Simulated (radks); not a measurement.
The numbers below are computed, except where a source is named.
Charge is removed step by step from the 3p down level of Mn, starting from [Ne] 3s2 3p(up 3, down 3) 3d5 4s2. Code: a radial shooting solver on a logarithmic mesh with Libxc functionals. Model: scalar-relativistic Kohn-Sham, PBE, spin-polarised, spherical densities, finite nucleus; open shells are filled with parallel spins first; Fermi nuclear charge, rms radius 3.7057 fm.

| removed (e) | E - E(0) (eV) | eigenvalue (eV) | E minus straight line (eV) |
|---|---|---|---|
| 0 | 0.000 | -51.032 | 0.000 |
| 0.25 | 13.144 | -54.199 | -1.287 |
| 0.5 | 27.111 | -57.605 | -1.751 |
| 0.75 | 41.955 | -61.215 | -1.338 |
| 1 | 57.724 | -64.997 | 0.000 |

Removing the whole electron costs 57.724 eV by Delta-SCF, against 51.032 eV from minus the eigenvalue at the starting occupation. Slater's transition state (half an electron removed) gives 57.605 eV. Integrating minus the eigenvalue over the occupation (Janak's theorem) gives 57.741 eV. In this scalar-relativistic scheme the density is built from large components alone, so the theorem holds only approximately. The mean slope of the eigenvalue, de/dn, is 14.0 eV per electron.
